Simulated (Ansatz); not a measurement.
C2H8Si2, SMILES `[SiH3]/C=C/[SiH3]` (charge 0, multiplicity 1).

Cartesian coordinates (Å):
```xyz
12

Si    -2.2980     0.1387    -0.1967
C     -0.5414    -0.1705     0.3547
C      0.5414     0.1686    -0.3556
Si     2.2980    -0.1389     0.1966
H     -3.0010     1.0128     0.7745
H     -2.2798     0.7909    -1.5270
H     -3.0486    -1.1385    -0.2800
H     -0.3931    -0.6573     1.3187
H      0.3931     0.6577    -1.3185
H      2.2794    -0.8171     1.5139
H      3.0111    -0.9881    -0.7891
H      3.0390     1.1417     0.3086
```
Charge 0, spin multiplicity 1.

Frozen-core energies in 6-31g from Ansatz (a first-principles code) at a geometry from B3LYP-D3(BJ)/def2-TZVP; the HF reference has <S^2> = 0.00 (restricted, and unstable towards unrestricted orbitals) and the T1 diagnostic is 0.011.

```
level    energy (Ha)
-------  -----------
HF        -658.06375
MP2       -658.35278
CCSD      -658.40709
CCSD(T)   -658.41623
```

**Question.** Estimate the energies of CCSDT and CCSDT(Q), and give each level's difference from CCSDT(Q).

**Answer.** 
| level | energy (Ha) | difference from CCSDT(Q) (mHa) |
|---|---|---|
| MP2 | -658.35278 | 64.96 |
| CCSD | -658.40709 | 10.65 |
| CCSD(T) | -658.41623 | 1.51 |
| CCSDT | -658.41710 | 0.64 |
| CCSDT(Q) | -658.41774 | 0.00 |
